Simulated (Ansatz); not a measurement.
Input file for C$_{2}$H$_{10}$AsGa (`[CH3][GaH-]([CH3])[AsH3+]`):

```yaml
crystal:
  periodic: [false, false, false]
  atoms:
    - {symbol: C, position_ang: [-1.220597, 1.203555, -1.109854]}
    - {symbol: Ga, position_ang: [-0.330182, 0.648731, 0.577757]}
    - {symbol: C, position_ang: [1.621182, 0.957288, 0.792043]}
    - {symbol: As, position_ang: [-0.203149, -2.033466, 0.041366]}
    - {symbol: H, position_ang: [-0.602267, 0.995485, -1.986280]}
    - {symbol: H, position_ang: [-1.395365, 2.283538, -1.082520]}
    - {symbol: H, position_ang: [-2.190830, 0.720786, -1.244698]}
    - {symbol: H, position_ang: [-1.216608, 0.458259, 1.877457]}
    - {symbol: H, position_ang: [1.789980, 2.007827, 1.048144]}
    - {symbol: H, position_ang: [2.050946, 0.354227, 1.594689]}
    - {symbol: H, position_ang: [2.170953, 0.754141, -0.130034]}
    - {symbol: H, position_ang: [-0.851436, -3.049960, 0.951803]}
    - {symbol: H, position_ang: [1.131209, -2.737619, -0.055887]}
    - {symbol: H, position_ang: [-0.767034, -2.591993, -1.245387]}
basis:
  gaussian: {orbitals: def2-SVP}
correlation: {method: ccsd_t}
```

```sh
$ ansatz run in.yaml --threads 4 --pin off --events-out ev --progress --plain --max-ram 11315MiB
```

Output of Ansatz, abridged:

```
Functional definition: HF
1451 factors; integrals over basis functions are off by at most 1.5e-3 eV
mean field evaluation 1: about -115329.2592 eV, gradient 3.3e1 eV
mean field evaluation 2: about -115329.2962 eV, gradient 3.3e1 eV
mean field evaluation 4: about -115332.6757 eV, gradient 3.1e0 eV
mean field evaluation 8: about -115332.7165 eV, gradient 1.7e-4 eV
mean field -115332.71652109 eV, -4238.3991568272 hartree, gradient 2.7e-6 eV, S^2 0.000000; 0 other end points of the search recorded, 0 dependent functions left out
20 core orbitals not correlated: weight in the atoms' cores, before any rotation towards them, 1.000 or more for the frozen orbitals, at most 0.000 for the correlated occupied ones
reference -115332.71652109 eV, -4238.3991568272 hartree; 23, 23 occupied and 99, 99 virtual orbitals, 1451 factors
second order -21.07201262 eV of doubles, -0.00000000 eV of singles
cycle   1  -21.49321396 eV  change   -4.2e-1 eV  update   1.1e-1
cycle   2  -22.20804978 eV  change   -7.1e-1 eV  update   3.4e-2
cycle   3  -22.31285311 eV  change   -1.0e-1 eV  update   1.5e-2
cycle   4  -22.31003861 eV  change    2.8e-3 eV  update   3.6e-3
cycle   5  -22.31072439 eV  change   -6.9e-4 eV  update   1.3e-3
cycle   6  -22.31023436 eV  change    4.9e-4 eV  update   3.7e-4
cycle   7  -22.31011409 eV  change    1.2e-4 eV  update   1.4e-4
cycle   8  -22.31014435 eV  change   -3.0e-5 eV  update   4.2e-5
perturbative correction -0.64809388 eV, -0.0238170108 hartree
Total energy: -115355.67475933 eV, -4239.2428565206 hartree
```

Run time 28 s (4 threads of an Arm Neoverse V2 on a shared host); peak host memory 1.1 GiB.

MP2 recovers 91.8 % of the CCSD(T) correlation energy and the triples give 2.8 %; T1 = 0.0097.
